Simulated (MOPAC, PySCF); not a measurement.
HF3GeO, SMILES `[OH][Ge]([F])([F])[F]`, neutral singlet in the gas phase. 

Cartesian coordinates (Å):
```xyz
6

O      1.2685     0.5407    -0.2704
Ge    -0.3603     0.0251     0.0145
F     -1.3848     1.3298    -0.3401
F     -0.6300    -0.4544     1.6291
F     -0.8164    -1.3000    -0.9578
H      1.9231    -0.1411    -0.0754
```
Charge 0, spin multiplicity 1.

All levels are single points at this geometry (r2SCAN-D4/def2-TZVP); Pople sets use spherical d functions. Orbital energies aren't observables, and empty levels follow the basis.

AM1 in MOPAC gives dipole (D) = 2.03.

Q: Estimate the dipole (D) from each of these levels: r2SCAN-D4/def2-TZVP in PySCF; B3LYP/6-31G* in PySCF; M06-2X/6-31G* in PySCF; HF/6-31G* in PySCF; PM7 in MOPAC.

A: 
```json
[
 {"level": "r2SCAN-D4/def2-TZVP in PySCF", "dipole (D)": "2.24"},
 {"level": "B3LYP/6-31G* in PySCF", "dipole (D)": "2.29"},
 {"level": "M06-2X/6-31G* in PySCF", "dipole (D)": "2.34"},
 {"level": "HF/6-31G* in PySCF", "dipole (D)": "2.47"},
 {"level": "PM7 in MOPAC", "dipole (D)": "2.12"}
]
```
